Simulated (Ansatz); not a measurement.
The same molecule with X = B, Al, Ga, In. Ansatz, PBE0-D4/def2-TZVP geometries, multiplicity 1.

Elements past krypton have def2 core potentials. Scalar relativity is left out up to krypton.

```json
{"X": "Al", "molecule": "`C#[C][Al]([Cl])[Cl]`", "mean X–C bond length / Å": "1.880", "mean X–Cl bond length / Å": "2.075", "HOMO energy (ωB97M-V/def2-TZVPP) / eV": "-10.93", "HOMO–LUMO gap (B3LYP/def2-TZVPP) / eV": "6.54", "HOMO–LUMO gap (ωB97M-V/def2-TZVPP) / eV": "11.08"}
{"X": "Ga", "molecule": "`C#[C][Ga]([Cl])[Cl]`", "mean X–C bond length / Å": "1.886", "mean X–Cl bond length / Å": "2.119", "HOMO energy (ωB97M-V/def2-TZVPP) / eV": "-11.11", "HOMO–LUMO gap (B3LYP/def2-TZVPP) / eV": "6.38", "HOMO–LUMO gap (ωB97M-V/def2-TZVPP) / eV": "11.00"}
{"X": "In", "molecule": "`C#[C][In]([Cl])[Cl]`", "mean X–C bond length / Å": "2.054", "mean X–Cl bond length / Å": "2.301", "HOMO energy (ωB97M-V/def2-TZVPP) / eV": "-11.11", "HOMO–LUMO gap (B3LYP/def2-TZVPP) / eV": "6.25", "HOMO–LUMO gap (ωB97M-V/def2-TZVPP) / eV": "10.74"}
```

Task: Give the row for X = B, `C#CB(Cl)Cl`. (Best estimate.)

Result: Ansatz gave: 
```json
{"X": "B", "molecule": "`C#CB(Cl)Cl`", "mean X–C bond length / Å": "1.506", "mean X–Cl bond length / Å": "1.742", "HOMO energy (ωB97M-V/def2-TZVPP) / eV": "-10.84", "HOMO–LUMO gap (B3LYP/def2-TZVPP) / eV": "5.84", "HOMO–LUMO gap (ωB97M-V/def2-TZVPP) / eV": "10.60"}
```

From B to In the mean X–C bond length rises at each step, by 0.548 Å in all; the mean X–Cl bond length rises at each step, by 0.559 Å in all; the HOMO energy (ωB97M-V/def2-TZVPP) isn't monotonic: highest at B, lowest at Ga; the HOMO–LUMO gap (B3LYP/def2-TZVPP) isn't monotonic: highest at Al, lowest at B; the HOMO–LUMO gap (ωB97M-V/def2-TZVPP) isn't monotonic: highest at Al, lowest at B. Bonds lengthen as the atom grows down the group.

B3LYP here is the variant with VWN-RPA as its local correlation; programs differ in this.
